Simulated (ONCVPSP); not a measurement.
Cutoff test, C, ONCV

```json
{
 "Element": "C",
 "Generator": "ONCVPSP 4.0.1",
 "Type": "optimised norm-conserving Vanderbilt (ONCV)",
 "Functional": "PBE",
 "Relativity": "scalar-relativistic",
 "Frozen core": "[He]",
 "Valence charge": "4",
 "Reference configuration": "2s2 2p2",
 "Partial waves": "2s: rc 0.90 bohr, ncon 4, nbas 9, qcut 6 1/bohr, 3 projectors, debl 1.4 Ha; 2p: rc 2.90 bohr, ncon 3, nbas 7, qcut 4.6 1/bohr, 2 projectors, debl 0.5 Ha",
 "Local potential": "polynomial inside 0.65 bohr (lpopt 5, dvloc0 4 Ha)",
 "Core correction": "none"
}
```

For each optimised wave give the share of its norm inside rc, the residual kinetic energy above qcut (Ha) and the cutoffs (Ha) for errors of 10, 1, 0.1 and 0.01 mHa per electron.

```csv
wave,norm inside rc,residual KE,10 mHa,1 mHa,0.1 mHa,0.01 mHa
2s,0.146,1.5e-03,12.2,19.4,61.3,147.2
s projector 2,0.075,2.9e-03,12.0,54.7,341.0,395.7
s projector 3,0.057,4.4e-03,13.5,90.3,446.8,510.5
2p,0.872,1.1e-06,5.4,7.1,8.4,9.4
p projector 2,0.235,6.6e-06,5.8,7.6,9.0,10.8
```

The occupied waves need 19 Ha and 61 Ha for 1 and 0.1 mHa. Note: ghosts flagged at negative energy: s at -243.9 eV; GHOST(+) flags only above 600 eV. A true bound ghost makes a file unfit for plane-wave use. Its largest configuration-test error is +2522 meV.
